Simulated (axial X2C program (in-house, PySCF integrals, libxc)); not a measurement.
**Spin–orbit effects along a row: molecules with K, PBE0**

Calculated with an in-house all-electron X2C program for linear molecules (integrals from PySCF), spin-free (one-electron X2C) or two-component (2c: spin–orbit coupling with atomic mean-field Coulomb and Gaunt terms, which also bring small scalar terms), in Dyall basis sets with cores contracted in-house; open shells are unrestricted.

Basis sets: As dyall-v3z, Ge dyall-cv3z, K dyall-cv3z, K dyall-v3z, Sc dyall-cv3z, Se dyall-cv3z, Ti dyall-cv3z, V dyall-cv3z.

```csv
molecule,spin-free state,Re (Å),ωe (cm⁻¹),De (eV),2c state,Re 2c (Å),ωe 2c (cm⁻¹),De 2c (eV)
KSc,"M_S = 1, Λ = 1",3.982,82.4,0.22,Ω = 2,3.981,82.4,0.21
KTi,"M_S = 3/2, Λ = 2",3.364,110.2,0.58,Ω = 1/2,3.365,110.1,n/a
KV,"M_S = 2, Λ = 0",3.433,106.1,n/a,Ω = 2,3.434,106.0,n/a
KGe,"M_S = 3/2, Λ = 0",3.063,158.4,1.51,Ω = 3/2,3.063,158.2,n/a
KAs,?,?,?,?,?,?,?,?
KSe,"M_S = 1/2, Λ = 1",2.938,196.7,2.43,Ω = 3/2,2.939,196.2,2.47
```

(1) Estimate the 2c Re and ωe of KAs as the mean of its neighbours in the table.

Each entry is the lowest single determinant of a limited PBE0 search at one distance. De goes to single-determinant-based atoms at the same level (for ions the charge split of lowest energy) and is withheld (n/a) where an atom does not fit its ground term or J level. Main or longest-lived isotopes. One determinant is a doubtful description, or other states lie close, for KSc, KTi, KV, KGe, KAs, KSe; these need not be ground states, and all values refer to the states named. Some open-shell Ω = 0 determinants are out of reach, so the Ω given for KSc, KV, KAs need not be the lowest component. With several unpaired electrons the Ω given is that of one determinant, not necessarily of the lowest component. Some light 2c atoms are not at their ground J level, so De misses part of their lowering (0.04 eV or less). The functionals have no current term, which raises determinants with orbital currents. Where the atoms have a lower orbital projection than the molecule, De at mean-field level may be about a tenth of an eV too small.

Answers

(1) Re ≈ 3.001 Å, ωe ≈ 177.2 cm⁻¹. The PBE0 runs give the row below, so the estimate misses by -0.117 Å and 10.4 cm⁻¹.

```tsv
molecule	spin-free state	Re (Å)	ωe (cm⁻¹)	De (eV)	2c state	Re 2c (Å)	ωe 2c (cm⁻¹)	De 2c (eV)
KAs	M_S = 1, Λ = 0	3.118	167.0	1.24	Ω = 1	3.118	166.8	1.24
```
